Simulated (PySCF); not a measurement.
Checking a proposed structure

A compound C7H10O4 gives the data below (simulated from a calculation) and was assigned the structure `C/C=C/COC(=O)OC(C)=O`.

13C{1H} NMR (computed): δ 164.2 (C), 163.6 (C), 140.5 (CH), 129.7 (CH2), 71.0 (CH2), 65.7 (CH2), 15.8 (CH3).

1H NMR (500 MHz, computed): δ 6.13 (m, 1H), 5.85 (m, 1H), 5.70 (m, 1H), 4.96 (d, 2H), 4.27 (q, 2H), 1.48 (t, 3H).

[PySCF 2.14: σ from GIAO-PBE0/pcSseg-1; coordinates at the GFN2-xTB level; a single conformation; one averaged value for each set of equivalent atoms; non-relativistic Hamiltonian; no solvent model]

Shifts are taken against calculated references (same method and geometry level): 1H, 13C against TMS.

(1) Compare with the shifts computed for the proposed structure, pairing carbons in order of shift.

(2) Which isomer fits?

Answers

(1) Mapped SMILES: `[CH3:1]/[CH:2]=[CH:3]/[CH2:4][O:5][C:6](=[O:7])[O:8][C:9]([CH3:10])=[O:11]` (H(Xn): hydrogen on atom n).

```tsv
atom	computed for proposal	given list	difference
C9	170.3	164.2	+6.1
C6	155.0	163.6	-8.6
C2	132.7	140.5	-7.8
C3	131.3	129.7	+1.6
C4	70.5	71.0	-0.5
C10	23.6	65.7	-42.1
C1	21.8	15.8	+6.0
```

The rms difference is 16.8 ppm and the largest -42.1 ppm at C10 (methyl carbon α to a carbonyl). The carbon types in order of shift don't match either: C, C, CH, CH, CH2, CH3, CH3 for the proposal against C, C, CH, CH2, CH2, CH2, CH3 in the data. The proposal doesn't fit.

(2) `C=CCOC(=O)C(=O)OCC`.

- Carbon types of the structure: 2 × C, 1 × CH, 3 × CH2, 1 × CH3, which accounts for all hydrogens.
- δC 164.2, 163.6: ester carbonyl carbon; it is a carbonyl in resonance with an O or N lone pair, the region of acids, esters and amides.
- δC 140.5: alkene CH; the olefinic region.
- δC 129.7: terminal =CH2 carbon; the olefinic region.
- δC 65.7: sp3 CH2 bonded to O; deshielded by the electronegative neighbour.

The shifts were computed for this structure.

Shifts are as computed. Against solution values, carbons near 30 ppm lie about +3 ppm off and those near 130 ppm about +5 ppm. Of 1211 compounds with measured shifts, 218 miss one by over three times the rms of a fit or turn the order of signals round; such compounds aren't used in these exercises. Multiplicities follow the n + 1 count of equivalent neighbours, as no J values were calculated; m marks all less simple cases, F and P coupling included.
